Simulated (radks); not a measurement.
Question: Species: Hg. Configuration: [Hg]. All-electron calculation, non-relativistic Kohn-Sham, exchange-only PBE, spin-polarised, spherical densities, point nucleus; relativity is left out, which matters for an element this heavy. Program: a radial shooting solver on a logarithmic mesh with Libxc functionals. Some entries of the table are withheld. Estimate them.

| orbital | occ. | eigenvalue (eV) | <r^2> (bohr^2) |
|---|---|---|---|
| 1s | 2 | -75020.41 | 0.0004784 |
| 2s | 2 | -12558.02 | 0.007435 |
| 2p | 6 | (1) | 0.005483 |
| 3s | 2 | -2955.429 | 0.04593 |
| 3p | 6 | -2729.389 | 0.04225 |
| 3d | 10 | -2307.612 | 0.03250 |
| 4s | 2 | -631.7224 | 0.2192 |
| 4p | 6 | -533.6530 | 0.2244 |
| 4d | 10 | -353.1052 | 0.2351 |
| 4f | 14 | -110.2527 | 0.2670 |
| 5s | 2 | (2) | 1.123 |
| 5p | 6 | -60.3070 | 1.330 |
| 5d | 10 | -11.1155 | 2.552 |
| 6s | 2 | -4.6457 | 11.85 |

Answer: 
(1) 2p eigenvalue (eV): -12080.07
(2) 5s eigenvalue (eV): -91.9250
